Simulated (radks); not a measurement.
Q: All-electron atom: Sb33+ in [Ar] (the NIST ground configuration). Calculated with a radial shooting solver on a logarithmic mesh with Libxc functionals: scalar-relativistic Kohn-Sham, LB94 model potential, spin-polarised, spherical densities, finite nucleus; Fermi nuclear charge, rms radius 4.6802 fm. Some entries of the table are withheld. Estimate them.

orbital,occ.,eigenvalue (hartree),<1/r> (bohr^-1),<r^2> (bohr^2)
1s,2,(1),54.37,0.001091
2s,2,-233.9435,12.54,0.01727
2p,6,-217.0373,12.03,0.01360
3s,2,(2),4.907,0.1040
3p,6,-81.03987,4.735,0.09987

A: 
(1) 1s eigenvalue (hartree): -1182.995
(2) 3s eigenvalue (hartree): -86.39931
